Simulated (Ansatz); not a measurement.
Species: sum formula YOBr (charge +1, doublet). The spin state was set by rule; other spins were not relaxed. 
Coordinates optimised at B3LYP-D3(BJ)/def2-TZVP (Ansatz, a first-principles code):
```xyz
3

Y      0.9336    -0.4436     0.2641
O      1.5628    -0.0029    -1.5484
Br    -1.3975     0.4949     0.0597
```
Charge +1, spin multiplicity 2.

Q: Give the harmonic wavenumbers at B3LYP-D3(BJ)/def2-TZVP (Ansatz, finite differences of forces, unscaled).

A: 58, 278, 586 cm⁻¹. Zero-point energy 1.3 kcal/mol.

Q: From these and the geometry, give the ideal-gas thermochemistry at 298.15 K and 1 atm (rigid rotor, harmonic oscillator).

A: Point group Cs, rotational symmetry number 1. Rotational constants 10.4, 1.653, 1.426 GHz. S(trans) 41.55, S(rot) 26.98, S(vib) 6.53, S(elec, spin only) 1.38, S 76.4 cal/(mol K). H(298) - H(0) 3.27 kcal/mol; G - E(el) -18.2 kcal/mol.
